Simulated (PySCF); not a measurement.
Ionisation energy of Ge+ by level of theory

Ge+ [Ar] 3d10 4s2 4p1 (2P) → Ge(2+) [Ar] 3d10 4s2 (1S), as a difference of total energies. Computed with PySCF 2.14 in aug-cc-pwCVDZ-PP with ECP10MDF (6s5p4d1f, 48 functions), with scalar relativity through the core potential. Correlated levels: valence and next inner shell: nothing frozen outside the core potential. The calculations carry no spin-orbit coupling.

```csv
method,ionisation energy (eV),error (eV)
UHF,15.230,-0.559
MP2 (valence and next inner shell),15.524,-0.265
SCS-MP2 (valence and next inner shell),15.463,-0.326
CCSD (valence and next inner shell),15.564,-0.225
CCSD(T) (valence and next inner shell),15.577,-0.212
```

Reference: 15.789 eV (measured; NIST levels, between the centres of gravity of the two terms).

Errors of the correlated levels include the incompleteness of this basis.
